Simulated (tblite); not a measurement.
Compound: C₅H₉N₂ (doublet state).
Bonds: C1–C2 (double), C2–C3, C3–N4, C3–C5, C5–N6, N6–C7 (double). Hydrogens: H8, H9 on C1; H10 on C2; H11, H12 on N4; H13, H14 on C5; H15, H16 on C7.

The geometry is computed with GFN2-xTB (gas phase). This method treats the open shell by occupation alone, without spin polarisation.

(1) List the bond lengths, angles and torsions at this level.

Results:

(1) 
| bond | length (pm) |
| --- | --- |
| C1=C2 | 136.6 |
| C2–C3 | 138.9 |
| C3–N4 | 137.9 |
| C3–C5 | 150.6 |
| C5–N6 | 143.2 |
| N6=C7 | 125.0 |
| C1–H8 | 107.4 |
| C1–H9 | 107.4 |
| C2–H10 | 108.4 |
| N4–H11, N4–H12 | 100.8 |
| C5–H13, C5–H14 | 110.1 |
| C7–H15 | 109.6 |
| C7–H16 | 108.0 |

Bonds in one row agree within 1 pm and their mean is given. A selection of angles:
| angle | degrees |
| --- | --- |
| C2–C1–H8 | 122.2 |
| C2–C1–H9 | 120.9 |
| H8–C1–H9 | 117.0 |
| C1–C2–C3 | 126.5 |
| C1–C2–H10 | 117.8 |
| C3–C2–H10 | 115.7 |
| C2–C3–N4 | 121.4 |
| C2–C3–C5 | 122.2 |
| N4–C3–C5 | 116.3 |
| C3–N4–H11 | 116.5 |
| C3–N4–H12 | 114.4 |
| H11–N4–H12 | 116.2 |
| C3–C5–N6 | 111.2 |
| C3–C5–H13 | 108.2 |
| C3–C5–H14 | 110.3 |
| N6–C5–H13 | 106.7 |
| N6–C5–H14 | 112.6 |
| H13–C5–H14 | 107.5 |
| C5–N6–C7 | 120.4 |
| N6–C7–H15 | 124.4 |
| N6–C7–H16 | 118.6 |
| H15–C7–H16 | 117.0 |

Torsions: C1–C2–C3–N4 -179° (antiperiplanar); C2–C3–C5–N6 -176° (antiperiplanar); C3–C5–N6–C7 131° (anticlinal). The mirror-image conformer, all signs reversed, is as good.

C3 (carbon bonded to 2 C and N) is planar (angles 122.2°, 121.4° and 116.3°, sum 360.0°, 0.02 Å off the plane of its three neighbours). C1 (carbon bonded to C and 2 H) is planar (angles 122.2°, 120.9° and 117.0°, sum 360.0°, 0.00 Å off the plane of its three neighbours). N6 (nitrogen bonded to 2 C) is bent (angle 120.4°). C7 (carbon bonded to N and 2 H) is planar (angles 124.4°, 118.6° and 117.0°, sum 360.0°, 0.00 Å off the plane of its three neighbours). H12 on N4 lies 2.17 Å from N6, 4 bonds away (angle at H 106°; Bondi radii sum to 2.75 Å). N4 (nitrogen bonded to C and 2 H) is pyramidal (angles 116.5°, 116.2° and 114.4°, sum 347.1°, 0.23 Å off the plane of its three neighbours). The 3 C–C bonds span 1.366 Å (C1=C2, drawn double in one of several resonance forms) to 1.506 Å (C3–C5, drawn single), a spread of 0.140 Å.

Point group: C1 (no symmetry element, even within 0.4 Å). Its GFN2-xTB frequencies are all real (lowest 49 cm⁻¹). 3 starts were optimised and ended at 0.00, 1.19 and 3.93 kcal/mol (GFN2-xTB); the lowest of these is shown.

Time: 0.5 s wall. Hardware: an Arm Neoverse V1 with one thread (shared host). That covers the optimisation of the geometry.
